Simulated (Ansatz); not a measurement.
Basis-set series for `O[B-]1(F)OC=CC=[O+]1`. Total charge 0; spin multiplicity 1. Geometry: relaxed with PBE0-D4/def2-TZVP. It is one conformer, not always the lowest.

```
functional       basis  functions  energy (Eh)  HOMO (eV)  LUMO (eV)
   PBE0-D4  def2-TZVPP        304   -466.94123      -8.11      -2.61
   PBE0-D4  def2-QZVPP        576   -466.96579      -8.13      -2.65
   ωB97M-V  def2-TZVPP        304   -467.30558     -10.25      -0.45
   ωB97M-V  def2-QZVPP        576   -467.32847     -10.27      -0.50
```

Q: Give the rows for def2-SVP. (Best estimate.)

A: Ansatz gave: 
| functional | basis | functions | energy (Eh) | HOMO (eV) | LUMO (eV) |
| --- | --- | --- | --- | --- | --- |
| PBE0-D4 | def2-SVP | 132 | -466.40202 | -8.08 | -2.54 |
| ωB97M-V | def2-SVP | 132 | -466.75357 | -10.20 | -0.32 |
